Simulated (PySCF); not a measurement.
scandium atom (Sc), doublet. Base run: HF/6-31G run with PySCF.

PySCF was given this input:
```python
from pyscf import gto, scf, solvent

mol = gto.Mole()
mol.atom = '''
    Sc    0.00000000    0.00000000    0.00000000
'''
mol.basis = '6-31g'
mol.spin = 1
mol.verbose = 3
mol.build()

mf = scf.UHF(mol)
mf.kernel()
```

Each row names what was changed in the base input (with any setting that the change needs).

```csv
change,ΔE vs base (kcal/mol),outcome
base,0.000,converged
model = IEF-PCM; solvent = dichloromethane; vdw_scale = 1.1,-2.08,converged
model = IEF-PCM; solvent = dichloromethane,-0.93,converged
model = IEF-PCM; solvent = toluene,-0.615,converged
model = ddCOSMO; solvent = dichloromethane,-,not converged
model = C-PCM; solvent = dichloromethane,-0.98,converged
model = SS(V)PE; solvent = dichloromethane,-0.93,converged
model = COSMO; solvent = dichloromethane,-0.88,converged
model = IEF-PCM; solvent = 2-propanol,-1.04,converged
model = IEF-PCM; solvent = chloroform,-0.85,converged
model = IEF-PCM; solvent = dichloromethane; lebedev_order = 41,-0.92,converged
model = IEF-PCM; solvent = dichloromethane; lebedev_order = 11,-1.04,converged
```

The base is the gas phase, so ΔE is the electrostatic part of solvation at a fixed geometry, without cavity and dispersion terms.

Open shells are given as the SCF converged; they aren't shown to be the lowest states, and a large step between rows can be another state.
